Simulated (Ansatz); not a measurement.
Molecule: sum formula H₄B₂O, net charge 0, singlet state. SMILES: BOB
Geometry from a B3LYP-D3(BJ)/def2-TZVP (Ansatz, an electronic-structure program) optimisation:
```xyz
7

O      0.0000     0.0000     0.0000
B     -1.1648    -0.6508     0.0037
H     -1.6766    -0.9097    -1.0426
H     -1.6484    -0.9481     1.0533
B      1.1648     0.6508    -0.0037
H      1.1514     1.8438     0.0183
H      2.1736     0.0140    -0.0289
```

Computed values are from Ansatz. Valence correlation only, unless marked. Open shells are spin-unrestricted. Spin-orbit coupling is left out. No relativistic terms. Basis-set limits of correlation are two-point, X^-3; Hartree-Fock from the larger set. [CCSD(T)-MP2]/basis is that difference in the basis named.

Q: What is the T1 diagnostic at CCSD/aug-cc-pVTZ?

A: 0.016.

Q: What is the dipole moment at CCSD(T)/aug-cc-pVDZ?

A: 0.00 D.

Q: What is the atomisation energy De at RI-MP2/CBS(aug-cc-pVTZ,aug-cc-pVQZ)+[CCSD(T)-MP2]/aug-cc-pVTZ?

A: 629.2 kcal/mol.

Q: What is the total energy at RI-MP2/CBS(aug-cc-pVTZ,aug-cc-pVQZ)+[CCSD(T)-MP2]/aug-cc-pVTZ?

A: -127.2165 Eh.
